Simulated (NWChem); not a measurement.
C3HBrF2; SMILES FC(F)=C=CBr

Program: NWChem. Structure relaxed at the PBE0/def2-SVP level. Level: B3LYP/def2-SVP with COSMO at NWChem's default radii, gas-phase geometry; rows give the dielectric constant.

```json
[
 {"dielectric constant": "4.8", "electrostatic solvation energy (kcal/mol)": "-1.4", "dipole in solution (D)": "1.23"},
 {"dielectric constant": "11.7", "electrostatic solvation energy (kcal/mol)": "-1.6", "dipole in solution (D)": "1.28"},
 {"dielectric constant": "20.7", "electrostatic solvation energy (kcal/mol)": "-1.7", "dipole in solution (D)": "1.30"},
 {"dielectric constant": "25.0", "electrostatic solvation energy (kcal/mol)": "-1.7", "dipole in solution (D)": "1.30"},
 {"dielectric constant": "46.7", "electrostatic solvation energy (kcal/mol)": "-1.7", "dipole in solution (D)": "1.31"}
]
```
